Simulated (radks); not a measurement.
Kinetic energies: the exact non-interacting value of the Kohn-Sham orbitals and orbital-free approximations, as 100 (|E| - |E exact|)/|E exact|, negative where the magnitude is too small. Species: Eu22+ [Kr] 4d5; Ga+ [Ar] 3d10 4s2. Calculated with a radial shooting solver on a logarithmic mesh with Libxc functionals: non-relativistic Kohn-Sham, r2SCAN, spin-polarised, spherical densities, point nucleus; meta-GGA in the generalised Kohn-Sham scheme. Every spin shell is full or empty, so the densities are truly spherical. Functionals are evaluated on that one density, not self-consistently.

functional         Eu22+      Ga+
exact (hartree)  10221.2  1923.34
Thomas-Fermi       -5.09    -6.24
von Weizsacker    -60.49   -51.16
TF + vW           +34.42   +42.60
LC94               +0.02    -0.05
APBEK              +0.07    +0.04
revAPBEK           +0.23    +0.27
Perdew 92          -0.69    -0.80
Pearson            -0.93    -1.22
LKT               +18.10   +23.11
